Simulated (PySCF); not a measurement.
A GIAO shielding run with PySCF 2.14 (density fitting, non-relativistic, gas phase) on `[C@H]1(N[SiH3])[C@H](F)CN([SiH3])C1`, C$_{4}$H$_{13}$FN$_{2}$Si$_{2}$:

```
$ OMP_NUM_THREADS=1 python probes_run.py task.json out

{"job": {"kind": "nmr", "xc": "PBE0", "basis": "pcSseg-1"}, "charge": 0, "multiplicity": 1}
F      0.083947     2.021926    -1.256476
C      0.012253     0.648962    -1.151877
C     -1.440726     0.191948    -0.989902
N     -1.584427    -0.099594     0.413200
Si    -3.084265    -0.238163     1.231551
C     -0.337228    -0.664553     0.849218
C      0.737450     0.169983     0.129233
N      1.953193    -0.548363    -0.097160
Si     3.465562     0.235977    -0.355728
H      0.485643     0.258584    -2.059425
H     -1.613090    -0.701296    -1.609984
H     -2.140674     0.969643    -1.295092
H     -3.792614    -1.509555     0.991229
H     -2.754298    -0.133348     2.650556
H     -3.900390     0.862409     0.724034
H     -0.249574    -0.616157     1.932965
H     -0.234269    -1.718048     0.538723
H      0.975189     1.059576     0.717665
H      1.786212    -1.429992    -0.559848
H      4.395152    -0.881714    -0.496894
H      3.699391     1.045810     0.838095
H      3.527154     1.095351    -1.545716
```

Hardware: 1 thread of an Arm Neoverse V1, shared host. The job also computes population analyses, field gradients, ring-centre shieldings.

(1) How large is the calculation?

(2) How long does it take, and how much memory does it need?

Results:

(1) 88 electrons, 232 basis functions and 1241 auxiliary functions.

(2) 59 s of wall time, with 13 SCF cycles and 4 response iterations; peak memory 1 GiB. Times on a shared host scatter by some tens of per cent.
